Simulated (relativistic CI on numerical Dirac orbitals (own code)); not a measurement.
# Slater and spin-orbit integrals, Ru XL

These numbers are calculated, not measured: Dirac-Coulomb-Breit CI, separate exchange-only KLI orbitals for each configuration, model QED (radiative potential, 1s self-energy scaled to tabulated hydrogen-like ionisation energies), unscaled Slater integrals (own radial code, finite nucleus).

Slater integrals F^k, G^k are unscaled and averaged over j, outside the closed core 1s2; ζ comes from projecting the Hamiltonian with its Breit term on Σ l·s of the shell.

- 2s2 2p: ζ(2p) = 796250 cm⁻¹; <r>(2p) = 0.1177, <r^2>(2p) = 0.01675 (bohr units).
- 2s 2p2: F^2(2p,2p) = 809360, G^1(2s,2p) = 851860, ζ(2p) = 791980 cm⁻¹; <r>(2s) = 0.137, <r^2>(2s) = 0.02205, <r>(2p) = 0.1178, <r^2>(2p) = 0.01678 (bohr units).
- 2p3: F^2(2p,2p) = 807710, ζ(2p) = 787800 cm⁻¹; <r>(2p) = 0.1181, <r^2>(2p) = 0.01685 (bohr units).

Averages of the first 10 configurations, taken without configuration mixing, which lowers the lowest level and can move excited configurations by several eV; other configurations of the list can lie among them:

| Configuration | Parity | States | Average energy above the lowest level (eV) |
| --- | --- | --- | --- |
| 2s2 2p | odd | 6 | 103.6 |
| 2s 2p2 | even | 30 | 320.5 |
| 2p3 | odd | 20 | 572.1 |
| 2p2 3s | even | 30 | 3715.0 |
| 2p2 3p | odd | 90 | 3781.8 |
| 2p2 3d | even | 150 | 3837.2 |
| 2s2 3s | even | 2 | 3293.6 |
| 2s2 3p | odd | 6 | 3365.7 |
| 2s2 3d | even | 10 | 3421.3 |
| 2s 2p 3s | odd | 24 | 3486.7 |
